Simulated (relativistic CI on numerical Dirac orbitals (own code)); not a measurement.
Transition arrays of Tc16+

Calculated at this level of theory: Dirac-Coulomb-Breit CI, orbitals from a KLI potential per configuration, QED by a radiative potential, valence Slater integrals scaled by 0.9, whole transition arrays (own radial code, finite nucleus).

Configurations in the expansion (outside the closed core [Ne] 3s2): 3p6 3d9, 3p6 3d8 4f, 3p5 3d10, 3p6 3d8 4p, 3p6 3d8 5f. Levels of other configurations are missing.

All E1 lines from the levels of 3p6 3d9; mean and standard deviation are weighted by gf, and upper levels are sorted by their leading configuration.

| Upper configuration | Lines | Σgf | Mean (eV) | Mean (nm) | σ (eV) | Strongest line (nm) |
| --- | --- | --- | --- | --- | --- | --- |
| 3p6 3d8 4f | 81 | 42.7 | 412.10 | 3.009 | 3.65 | 2.997 |
| 3p5 3d10 | 3 | 2.2 | 178.73 | 6.937 | 8.18 | 7.160 |
| 3p6 3d8 4p | 60 | 4.7 | 296.91 | 4.176 | 3.32 | 4.165 |
| 3p6 3d8 5f | 81 | 23.1 | 501.96 | 2.470 | 4.02 | 2.458 |

Σgf per state of the lower configuration in bins of 0.05 nm over the central range (centre: value): 2.425: 0.10, 2.475: 1.97, 2.525: 0.24, 2.925: 0.07, 2.975: 1.19, 3.025: 2.67, 3.075: 0.25, 3.125: 0.10, 4.125: 0.09, 4.175: 0.22, 4.225: 0.14.

Q: How do configuration mixing and the scaling of the Slater integrals move the arrays?

A: Slater scale 0.9, no configuration mixing: 3p6 3d8 4f 412.7 ± 3.7 eV (Σgf 47.5), 3p5 3d10 179.8 ± 8.2 eV (Σgf 2.5), 3p6 3d8 4p 297.0 ± 3.4 eV (Σgf 4.4), 3p6 3d8 5f 501.3 ± 4.0 eV (Σgf 17.0); Slater scale 1: 3p6 3d8 4f 413.1 ± 3.9 eV (Σgf 42.8), 3p5 3d10 178.5 ± 8.2 eV (Σgf 2.1), 3p6 3d8 4p 297.1 ± 3.6 eV (Σgf 4.7), 3p6 3d8 5f 502.5 ± 4.4 eV (Σgf 23.2); Slater scale 0.8: 3p6 3d8 4f 411.1 ± 3.4 eV (Σgf 42.6), 3p5 3d10 178.9 ± 8.2 eV (Σgf 2.2), 3p6 3d8 4p 296.7 ± 3.0 eV (Σgf 4.6), 3p6 3d8 5f 501.4 ± 3.7 eV (Σgf 23.0). With mixing, levels are counted to their leading configuration, so an array can shrink or vanish into another, and the sums then hold other lines.
